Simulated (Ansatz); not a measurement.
Cost and result for the atomization energy of CH₄BrFSSi (`C[Si](F)(S)Br`) (9 atoms, 8 bonds).

```xyz
9

C    -0.041   -0.321   -1.153
Si    0.027    0.567    0.462
F     1.482    1.202    0.607
S    -0.415   -0.630    2.150
Br   -1.434    2.221    0.528
H     0.191    0.367   -1.969
H     0.688   -1.135   -1.167
H    -1.036   -0.739   -1.314
H     0.539   -1.532    1.854
```

Total charge 0; spin multiplicity 1. Correlated methods include outer-core shells of Br, which these sets cover unevenly. Scalar relativity is left out up to krypton. All single points use the PBE0-D4/def2-TZVP geometry. It is one conformer, not always the lowest. Program: Ansatz. All runs use 4 threads of an Arm Neoverse V2 on a shared host. Times are those of one run each, without the atoms' runs, and a repeat can differ threefold. Electronic energies, without spin–orbit coupling; frozen cores. CCSD(T)/CBS adds CCSD(T) − MP2 in def2-TZVPP to the MP2 limit, and its time is that of the two runs behind it. T1 = 0.010. With those shells the extrapolation isn't a true limit. B3LYP takes the VWN-RPA correlation (the form of Gaussian; ORCA's B3LYP/G). HSE06 is the plane-wave form, built on full-range PBE exchange.

CCSD(T)/CBS is a level of theory with its own doubt, some kJ/mol a heavy atom from the limit and from the frozen cores, so smaller differences don't rank the functionals.

```
                             level  functions  wall time
              revPBE-D4/def2-TZVPP        250      2.3 s
   PBE-D4/def2-TZVPP (with forces)        250      2.8 s
                PBE0-D4/def2-TZVPP        250        4 s
               BHLYP-D4/def2-TZVPP        250      4.5 s
               HSE06-D4/def2-TZVPP        250      4.5 s
r2SCAN-D4/def2-TZVPP (with forces)        250        6 s
 B3LYP-D4/def2-TZVPP (with forces)        250        6 s
                 B2PLYP/def2-TZVPP        250      6.5 s
                  CCSD(T)/def2-SVP        116        8 s
                 B97M-V/def2-TZVPP        250       11 s
                    MP2/def2-QZVPP        463       21 s
                CCSD(T)/def2-TZVPP        250    3.5 min
                 CCSD(T)/CBS(def2)          –    3.9 min
```

Problem. What atomization energy does each give, and how far from CCSD(T)/CBS? (An estimate is asked.)

Solution. Ansatz gave: 
```csv
level,atomization (kcal/mol),difference from CCSD(T)/CBS,per bond
revPBE-D4/def2-TZVPP,768.1,-12.6,-1.6
PBE-D4/def2-TZVPP (with forces),786.5,5.8,0.7
PBE0-D4/def2-TZVPP,775.9,-4.8,-0.6
BHLYP-D4/def2-TZVPP,753.5,-27.2,-3.4
HSE06-D4/def2-TZVPP,776.4,-4.3,-0.5
r2SCAN-D4/def2-TZVPP (with forces),781.7,1.0,0.1
B3LYP-D4/def2-TZVPP (with forces),770.9,-9.8,-1.2
B2PLYP/def2-TZVPP,764.5,-16.2,-2.0
CCSD(T)/def2-SVP,718.5,-62.2,-7.8
B97M-V/def2-TZVPP,781.9,1.2,0.2
MP2/def2-QZVPP,788.2,7.5,0.9
CCSD(T)/def2-TZVPP,756.2,-24.5,-3.1
CCSD(T)/CBS(def2),780.7,0.0,0.0
```

From PBE to PBE0 (25 % exact exchange), in def2-TZVPP and without D4, the atomization energy moves by −9.7 kcal/mol: exact exchange takes away binding that semilocal exchange gives to molecules. The D4 term adds +10.3 kcal/mol with B3LYP and +5.4 kcal/mol with PBE0; it sums over pairs of atoms, weighted by their polarisabilities, and B3LYP, whose exchange is more repulsive, gets the larger term. In def2-TZVPP, CCSD(T) changes the Hartree–Fock value by +179.1 kcal/mol (the triples alone add +12.0 kcal/mol) and MP2 by +196.6 kcal/mol; breaking electron pairs costs correlation energy, which Hartree–Fock lacks.
